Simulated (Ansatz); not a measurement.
Molecule: C₄H₆GeS, charge 0, multiplicity 1. 
Structure (B3LYP-D3(BJ)/def2-TZVP (Ansatz, an electronic-structure program) minimum search):
SMILES: c1cs[c](c1)[GeH3]
```xyz
12

Ge     1.7530     0.1111    -0.1043
C     -0.1891     0.1444    -0.0800
C     -1.0024     1.1076    -0.6239
C     -2.3881     0.8506    -0.4427
C     -2.6184    -0.3093     0.2396
S     -1.1464    -1.0868     0.6602
H      2.3140     0.1156     1.3278
H      2.2141     1.3723    -0.8509
H      2.2654    -1.1442    -0.8306
H     -0.6194     1.9771    -1.1400
H     -3.1752     1.4975    -0.8025
H     -3.5655    -0.7439     0.5145
```

Property: atomisation energy (electronic, to ground-state atoms), in kcal/mol. Valence correlation only, unless marked. Open shells are spin-unrestricted. Spin-orbit coupling is left out. The frozen core is the preceding noble-gas configuration, with the filled d and f shells of earlier blocks. Non-relativistic. The coupled-cluster limit lacks core correlation, which all-electron functionals hold. CBS marks a two-point X^-3 extrapolation of the correlation energy; Hartree-Fock from the larger set.

```
level                                        program  atomisation energy (kcal/mol)
------------------------------------  --------------  -----------------------------
PBE-D4/def2-TZVPD                     Ansatz + dftd4                         1179.9
PBE0-D3(BJ)/def2-TZVP                 Ansatz + dftd3                         1158.4
wB97M-V/def2-TZVPD                            Ansatz                         1144.9
B2GP-PLYP-D3(BJ)/def2-TZVPD           Ansatz + dftd3                         1133.6
B2PLYP-D3(BJ)/def2-TZVPD              Ansatz + dftd3                         1135.2
MP2/6-31G                                     Ansatz                          966.2
RI-MP2/def2-TZVPP                             Ansatz                         1140.2
CCSD/def2-TZVPP                               Ansatz                         1089.0
CCSD(T)/def2-TZVPP                            Ansatz                         1112.6
CCSD(T)/CBS(def2-TZVPPD,def2-QZVPPD)          Ansatz                         1141.0
```

The Hartree-Fock reference is unstable (checked in the largest basis), which strains HF and MP2.
